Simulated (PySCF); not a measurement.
The third ionisation energy along the third row

All values are computed (PySCF 2.14, energy differences of UHF-based or UKS calculations, no spin-orbit coupling). Values in eV. The last column holds reference values (NIST; (s) semi-empirical, (t) theoretical, else measured). Unmarked ones compare directly (S terms, centres of terms, or small fine structure); those marked * lie between the lowest fine-structure levels and include a spin-orbit shift.

| element | configurations | UHF | MP2 (valence) | SCS-MP2 (valence) | CCSD (valence) | CCSD(T) (valence) | reference |
| --- | --- | --- | --- | --- | --- | --- | --- |
| Mg (6-31G*, non-relativistic) | [Ne] → [He] 2s2 2p5 | 80.959 | 80.997 | 80.995 | 80.995 | 80.996 | 80.144 * |
| P (6-31G*, non-relativistic) | [Ne] 3s2 3p1 → [Ne] 3s2 | 29.631 | 29.800 | 29.783 | 29.913 | 29.930 | 30.203 * |
| S (6-31G*, non-relativistic) | [Ne] 3s2 3p2 → [Ne] 3s2 3p1 | 34.249 | 34.526 | 34.451 | 34.547 | 34.553 | 34.86 ± 0.04 (s) * |
| Ar (6-31G*, non-relativistic) | [Ne] 3s2 3p4 → [Ne] 3s2 3p3 | 39.331 | 39.727 | 39.747 | 39.723 | 39.730 | 40.735 ± 0.012 (s) * |

Task: Fill in the row of Al (6-31G*, non-relativistic) ([Ne] 3s1 → [Ne]).

Result: UHF 27.994; reference 28.448 (eV).

"Valence" correlates the outer s and p shells and, in groups 3 to 12 and the f block, the outer d or f shell, open or full, or the next shell where the ion has no valence electron left; the wider scheme adds the next inner shell.
